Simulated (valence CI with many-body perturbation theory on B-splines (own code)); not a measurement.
**Forbidden lines of Eu13+**

Calculated by relativistic CI+MBPT: four valence electrons over a frozen Dirac-Fock core [Kr] 4d10, a basis of 8 s, 8 p, 9 d, 9 f, 6 g, 3 h, 2 i functions for each j, with the one-electron correlation potential Σ1, the two-electron term Σ2, the three-electron term Σ3, Breit, model QED; selected CI, second order for the rest (own B-spline code, finite nucleus).

No measured spectrum was set against this ion. As an estimate, terms of the open shell hold to a few per cent of their energy, and close levels can change places; configurations with another count of f electrons can be misplaced by thousands of cm⁻¹. Core correlation moves these levels by up to 37000 cm⁻¹, and in measured spectra 5 to 20 % of such shifts remained as error; rates that hang on mixing are uncertain with them.

Lines 1 to 47 of 47 in falling wavelength, among levels below 9.839 eV, chosen from the decays that carry over 1 % of a level's rate. Wavelengths and rates use the calculated energies, so an error of 2000 cm⁻¹ moves a line at 13480 Å by 27 % and its rate by three times that or more. Electric multipoles are in the length gauge, E1 and E2 with the static RPA response of the core. Weak lines are less certain than strong ones. Lines between different terms over intervals too small for the method are left out, as are lines whose strength nearly cancels. Intervals below about 2000 cm⁻¹, as at the head of this list, are uncertain by tens of per cent. The highest levels of a list are the least certain.

Names give the largest LS component (configuration and term), which can be under half, so a name can repeat, a term be missing and a line seem to break the LS rules; names also repeat where a configuration has a term twice. Letters in brackets count levels of one name in rising energy.

```tsv
λ vac (Å)	Upper	Lower	Type	A (s⁻¹)	Branch %
52480	4f²5s² ³P_1	4f²5s² ³P_0	M1	1.23e-01	4.7
41490	4f³5s ⁵I°_5	4f³5s ⁵I°_4	M1	8.36e-01	3.3
37090	4f³5s ³K°_8	4f³5s ³K°_7	M1	4.20e-01	2.1
33490	4f³5s ⁵I°_6	4f³5s ⁵I°_5	M1	2.01e+00	17.9
30110	4f³5s ⁵I°_7	4f³5s ⁵I°_6	M1	2.43e+00	69.5
29390	4f²5s² ³P_2	4f²5s² ³P_1	M1	4.60e-01	3.9
28440	4f³5s ⁵I°_8	4f³5s ⁵I°_7	M1	1.74e+00	100.0
25790	4f²5s² ³F_3	4f²5s² ³F_2	M1	1.44e+00	91.0
19700	4f³5s ³I°_7 [a]	4f³5s ³I°_6 [a]	M1	2.93e+00	1.2
17840	4f²5s² ³H_6	4f²5s² ³H_5	M1	3.94e+00	100.0
17630	4f²5s² ³H_5	4f²5s² ³H_4	M1	4.60e+00	100.0
13480	4f²5s² ¹G_4	4f²5s² ³F_4	M1	3.67e+00	31.5
12710	4f³5s ⁵G°_6	4f³5s ³H°_6	M1	1.78e+00	1.2
12690	4f²5s² ¹G_4	4f²5s² ³F_3	M1	4.53e+00	38.8
12450	4f²5s² ³F_4	4f²5s² ³H_5	M1	5.64e-01	17.0
11870	4f²5s² ³P_1	4f²5s² ¹D_2	M1	1.85e+00	71.1
10680	4f²5s² ³F_2	4f²5s² ³H_4	E2	2.34e-04	100.0
10550	4f³5s ³L°_8	4f³5s ¹K°_7	M1	2.62e+00	32.3
8455	4f²5s² ³P_2	4f²5s² ¹D_2	M1	8.25e+00	69.3
7553	4f²5s² ³F_3	4f²5s² ³H_4	M1	1.42e-01	9.0
7330	4f³5s ³K°_8	4f³5s ³I°_7 [a]	M1	8.41e-01	4.3
7299	4f²5s² ³F_4	4f²5s² ³H_4	M1	2.76e+00	83.0
6800	4f³5s ³K°_6	4f³5s ³I°_6 [a]	M1	1.37e+00	3.0
6549	4f³5s ³L°_8	4f³5s ³K°_8	M1	3.84e+00	47.3
6474	4f²5s² ¹G_4	4f²5s² ³H_5	M1	2.00e+00	17.1
6019	4f³5s ³I°_5 [a]	4f³5s ⁵I°_4	M1	4.93e+00	1.0
5566	4f³5s ³L°_8	4f³5s ³K°_7	M1	1.11e+00	13.7
5181	4f²5s² ¹D_2	4f²5s² ³F_3	M1	1.00e+01	51.2
5008	4f³5s ³K°_6	4f³5s ³I°_5 [a]	M1	3.18e+00	7.0
4735	4f²5s² ¹G_4	4f²5s² ³H_4	M1	1.46e+00	12.6
4315	4f²5s² ¹D_2	4f²5s² ³F_2	M1	9.51e+00	48.7
3607	4f²5s² ³P_1	4f²5s² ³F_3	E2	1.01e-01	3.9
3526	4f³5s ³K°_8	4f³5s ⁵I°_8	M1	1.20e+01	61.1
3448	4f²5s² ¹I_6	4f²5s² ³H_6	M1	5.41e+00	45.1
3427	4f³5s ³K°_7	4f³5s ⁵I°_7	M1	6.57e+00	4.2
3367	4f²5s² ³P_0	4f²5s² ³F_2	E2	2.26e-01	100.0
3213	4f²5s² ³P_2	4f²5s² ³F_3	M1	2.88e+00	24.2
3207	4f³5s ³K°_6	4f³5s ⁵I°_6	M1	2.55e+00	5.7
3164	4f²5s² ³P_1	4f²5s² ³F_2	M1	4.41e-01	16.9
3164	4f²5s² ³P_1	4f²5s² ³F_2	E2	8.80e-02	3.4
3137	4f³5s ³K°_8	4f³5s ⁵I°_7	M1	6.41e+00	32.5
3077	4f³5s ³K°_7	4f³5s ⁵I°_6	M1	8.40e+00	5.3
2927	4f³5s ³K°_6	4f³5s ⁵I°_5	M1	5.55e+00	12.3
2890	4f²5s² ¹I_6	4f²5s² ³H_5	M1	6.53e+00	54.4
2857	4f²5s² ³P_2	4f²5s² ³F_2	M1	1.89e-01	1.6
2292	4f³5s ³L°_8	4f³5s ⁵I°_8	M1	2.37e-01	2.9
2121	4f³5s ³L°_8	4f³5s ⁵I°_7	M1	2.89e-01	3.6
```
